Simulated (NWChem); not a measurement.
System: C₃F₄; SMILES C(F)(F)=C=C(F)F

Input file for NWChem:

```
start job
memory heap 200 mb stack 900 mb global 1100 mb
geometry units angstroms noautoz
  F     -2.083263    -0.806894     0.712100
  C     -1.311986    -0.031036    -0.037840
  F     -2.074174     0.710395    -0.830701
  C      0.000061    -0.001368    -0.000973
  C      1.312013     0.031206     0.036749
  F      2.037679     0.819745     0.818381
  F      2.119669    -0.722051    -0.697708
end
basis spherical
  F library def2-svp
  C library def2-svp
end
dft
  xc xpbe96 cpbe96
  iterations 150
  mulliken
end
task dft energy
```

Excerpt of the output:

```
             Northwest Computational Chemistry Package (NWChem) 7.3.0
             --------------------------------------------------------

 D2D symmetry detected

                             Geometry "geometry" -> ""
                             -------------------------

 Output coordinates in angstroms (scale by  1.889725989 to convert to a.u.)

  No.       Tag          Charge          X              Y              Z
 ---- ---------------- ---------- -------------- -------------- --------------
    1 F                    9.0000    -0.76505139     0.76505139    -2.08012335
    2 C                    6.0000     0.00000000     0.00000000    -1.31289821
    3 F                    9.0000     0.76505139    -0.76505139    -2.08012335
    4 C                    6.0000     0.00000000     0.00000000     0.00000000
    5 C                    6.0000     0.00000000     0.00000000     1.31289821
    6 F                    9.0000     0.76505139     0.76505139     2.08012335
    7 F                    9.0000    -0.76505139    -0.76505139     2.08012335

 Effective nuclear repulsion energy (a.u.)     281.5935686726

      Symmetry information
      --------------------

 Group name             D2d
 Group number             32
 Group order               8
 No. of unique centers     3

  pbe96 is a nonlocal functional; adding pw91lda local functional.

                                 NWChem DFT Module
                                 -----------------

 Summary of "ao basis" -> "ao basis" (spherical)
 ------------------------------------------------------------------------------
       Tag                 Description            Shells   Functions and Types
 ---------------- ------------------------------  ------  ---------------------
 F                          def2-svp                 6       14   3s2p1d
 C                          def2-svp                 6       14   3s2p1d

      Symmetry analysis of basis
      --------------------------

        a1         21
        a2          5
        b1          6
        b2         20
        e          46

            General Information
            -------------------
          SCF calculation type: DFT
          Wavefunction type:  closed shell.
          No. of atoms     :     7
          No. of electrons :    54
           Alpha electrons :    27
            Beta electrons :    27
          Charge           :     0
          Spin multiplicity:     1
          Use of symmetry is: on ; symmetry adaption is: on
          Maximum number of iterations: 150
          AO basis - number of functions:    98
                     number of shells:    42
          Convergence on energy requested:  1.00D-06
          Convergence on density requested:  1.00D-05
          Convergence on gradient requested:  5.00D-04

              XC Information
              --------------
          PerdewBurkeErnzerhof Exchange Functional  1.000
            Perdew 1991 LDA Correlation Functional  1.000 local
           PerdewBurkeErnz. Correlation Functional  1.000 non-local

             Grid Information
             ----------------
          Grid used for XC integration:  medium
          Radial quadrature: Mura-Knowles
          Angular quadrature: Lebedev.
          Tag              B.-S. Rad. Rad. Pts. Rad. Cut. Ang. Pts.
          ---              ---------- --------- --------- ---------
          F                   0.50       49          10.0       434
          C                   0.70       49           8.0       434
          Grid pruning is: on
          Number of quadrature shells:   147
          Spatial weights used:  Erf1

      Superposition of Atomic Density Guess
      -------------------------------------

 Sum of atomic energies:        -510.04447706

      Non-variational initial energy
      ------------------------------

 Total energy =    -512.481431
 1-e energy   =   -1268.244066
 2-e energy   =     474.169067
 HOMO         =      -0.285441
 LUMO         =       0.066590

      Symmetry analysis of molecular orbitals - initial
      -------------------------------------------------

  Numbering of irreducible representations:

     1 a1          2 a2          3 b1          4 b2          5 e

  Orbital symmetries:

     1 b2          2 a1          3 e           4 e           5 a1
     6 b2          7 a1          8 a1          9 b2         10 e
    11 e          12 a1         13 b2         14 a1         15 e
    16 e          17 b2         18 e          19 e          20 a1
    21 b1         22 a2         23 e          24 e          25 b2
    26 e          27 e          28 e          29 e          30 a1
    31 b2         32 a1         33 e          34 e          35 b2
    36 a1         37 e

     ---------------------------------------------
      Total Density - Mulliken Population Analysis
     ---------------------------------------------

    Atom       Charge   Shell Charges
 -----------   ------   -------------------------------------------------------
    1 F    9     9.36   1.99  1.14  0.77  3.42  2.04  0.00
    2 C    6     4.95   1.99  0.83  0.22  1.35  0.44  0.12
    3 F    9     9.36   1.99  1.14  0.77  3.42  2.04  0.00
    4 C    6     6.67   1.99  0.97  0.35  2.26  1.07  0.02
    5 C    6     4.95   1.99  0.83  0.22  1.35  0.44  0.12
    6 F    9     9.36   1.99  1.14  0.77  3.42  2.04  0.00
    7 F    9     9.36   1.99  1.14  0.77  3.42  2.04  0.00

[...]
```

Level: PBE/def2-SVP. Structure relaxed at the PBE-D3(BJ)/def2-SVP level.
